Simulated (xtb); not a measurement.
Se(H)(OH) (H2OSe), SMILES O[SeH]. All values are semi-empirical tight-binding results from xtb (GFN2-xTB unless named), good for trends rather than for accurate numbers. The structure is a stationary point at GFN2-xTB.

Estimate the properties. (The exact figures need the calculation; the answer reports its results.)


| Item | Result |
|---|---|
| orbital gap | 3.67 eV |
| zero-point energy | 11.7 kcal/mol |
| G − E(el) at 298.15 K (modified RRHO) | -4.0 kcal/mol |
| static polarisability (D4 model) | 36.3 bohr³ |
| solvation energy, GFN2-xTB/ALPB(water) | -4.7 kcal/mol |
| solvation energy, GFN2-xTB/ALPB(octanol) | -4.3 kcal/mol |
